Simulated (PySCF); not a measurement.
C2F3, charge +1, multiplicity 1. Atoms are numbered in the order given.

```xyz
5

F     -1.9661    -0.1730     0.0000
C     -0.8806     0.4185     0.0000
C      0.4624    -0.0558     0.0000
F      1.1224    -0.0344    -1.0914
F      1.1224    -0.0344     1.0914
```
Charge +1, spin multiplicity 1.

Geometry optimised at PBE-D3(BJ)/def2-SVP. The multiplicity is an assumed one; other spin states were not compared. The isomer is the one that the SMILES or the coordinates give; other isomers of the formula were not compared.

Calculation: PBE-D3(BJ)/def2-SVP (PySCF).

Frequencies are harmonic and unscaled.

```tsv
mode	ν (cm⁻¹)	IR (km/mol)	moving atoms (share of kinetic energy)
1	150	3.7	F 81 %, C 19 %
2	306	27.6	C 51 %, F 49 %
3	470	0.6	F 71 %, C 29 %
4	471	0.7	C 72 %, F 28 %
5	582	12.6	C 80 %, F 20 %
6	819	8.4	F 72 %, C 28 %
7	1360	368.8	C 65 %, F 35 %
8	1454	261.2	C 69 %, F 31 %
9	1699	37.7	C 78 %, F 22 %
```
